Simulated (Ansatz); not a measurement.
Relaxation of Cl$_{2}$H$_{2}$OSn (6 atoms, charge 0, multiplicity 1), to a largest force component of 0.02 eV/Å in at most 40 steps.

Level of theory: Ansatz 0.2.0, RKS B3LYP-D4/def2-SVP.

```xyz
6
Properties=species:S:1:pos:R:3
Sn 0.000 0.000 0.000
O 0.000 0.000 1.960
H -0.909 -0.281 2.297
Cl 2.273 0.000 -0.802
H -0.820 1.420 -0.579
Cl -1.135 -1.967 -0.802
```

Question: Where does it end, and by what steps?

Answer: It converged. After 7 steps the energy has fallen by 0.205 eV; H3 moved furthest, 0.81 Å.

```tsv
step	energy less start (eV)	largest force component (eV/Å)	accepted
0	0.0000	1.625	yes
1	-0.0941	1.300	yes
2	-0.1248	0.983	yes
3	-0.1497	0.341	yes
4	-0.1802	0.289	yes
5	-0.1986	0.182	yes
6	-0.2046	0.080	yes
7	-0.2055	0.014	yes
```

```xyz
6
Properties=species:S:1:pos:R:3
Sn -0.157 0.087 -0.064
O -0.461 0.215 1.882
H -0.154 -0.569 2.361
Cl 2.150 -0.182 -0.456
H -0.778 1.495 -0.791
Cl -1.190 -1.873 -0.860
```

Whether the end is a true minimum wasn't checked by a vibrational analysis.

The run took 38 s on 1 thread of Arm Neoverse V1, on a shared host, peak memory 0.19 GiB.
